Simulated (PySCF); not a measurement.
Species: C5H7Cl2 (doublet state).
Geometry (GFN2-xTB, Å), atoms numbered from 1 in this order:
```xyz
14
C5H7Cl2 angstrom
Cl     1.9389   -0.4363    1.8823
C      1.8526   -0.4061    0.1748
Cl     3.2755    0.1326   -0.6141
C      0.5497   -0.1856   -0.4736
C     -0.2548    1.0976   -0.0961
C     -1.5118    0.2387    0.0760
C     -0.6449   -1.0269    0.0238
H      0.6846   -0.2605   -1.5533
H      0.0910    1.5339    0.8376
H     -0.2836    1.8651   -0.8652
H     -2.0660    0.3936    0.9982
H     -2.1952    0.3179   -0.7661
H     -0.4636   -1.4534    1.0066
H     -0.9732   -1.8112   -0.6530
```

The hyperfine couplings belong to this conformer and change with its torsions.

Identity: `Cl[C](Cl)C1CCC1` [radical].

Theory: UKS B3LYP, pcH-1 on C Cl H, non-relativistic, mean-field spin-orbit, GIAO (PySCF). The structure is a single GFN2-xTB conformer in the gas phase; no vibrational or solvent corrections. The geometry wasn't refined by DFT: couplings that depend on bond lengths, twists or pyramidal angles can differ widely from those at the functional's own minimum. Stability of the SCF solution: not tested.

Mulliken spin populations: Cl1 +0.073, C2 +0.812, Cl3 +0.078, C4 -0.061, C5 +0.075, C6 -0.001, C7 +0.023, H8 +0.004, H9 -0.004, H10 +0.001, H11 0.000, H12 0.000, H13 -0.001, H14 +0.001.

Task: Give the computed dipolar 1H tensors of H8, H9, H10, H11, H12, H13, H14.

Result: 
```csv
atom,position,distance from C2 (Å),T1 (MHz),T2,T3
H8,"β, 2 bonds from C2",2.09,-5.02,-4.29,9.31
H9,"γ, 3 bonds from C2",2.70,-5.37,-0.34,5.71
H10,"γ, 3 bonds from C2",3.29,-4.19,-1.17,5.36
H11,4 bonds from C2,4.08,-1.18,-0.87,2.05
H12,4 bonds from C2,4.22,-1.25,-0.84,2.09
H13,"γ, 3 bonds from C2",2.67,-3.55,-2.21,5.77
H14,"γ, 3 bonds from C2",3.26,-2.27,-1.79,4.06
```

Task: Estimate them with point dipoles: put each population ρk at its nucleus, leave out the nucleus itself and the atom bound to it, and sum T = Σ [ρk/(2S)]·C·(3 n nᵀ − 1)/r³ with C = μ0 gₑ μB g_N μN/(4π h) = 79.06 MHz Å³.

Result: 
```
atom  T1 (MHz)     T2     T3  T3, computed  difference in T3 (%)
  H8     -7.63  -6.33  13.96          9.31                   +50
  H9     -3.45  -3.04   6.49          5.71                   +14
 H10     -1.73  -1.57   3.30          5.36                   -38
 H11     -1.46  -1.09   2.55          2.05                   +24
 H12     -1.43  -0.99   2.42          2.09                   +16
 H13     -3.47  -3.19   6.66          5.77                   +15
 H14     -1.79  -1.57   3.36          4.06                   -17
```

In T3 the estimate is closest for H9 (+14 %, 2.70 Å from C2) and worst for H8 (+50 %, 2.09 Å).

Task: If all the spin sat on C2, T∥ = 2C/r³. What distance does the computed T3 of H11 then imply?

Result: r = (2 × 79.06/2.05)^(1/3) = 4.26 Å, against 4.08 Å in the structure.

The run took 77 s wall (grids of density and orbitals included) on one thread of an Arm Neoverse V2, shared host with 96 logical CPUs at a one-minute load of 46, and the process peaked at 0.97 GiB of memory.
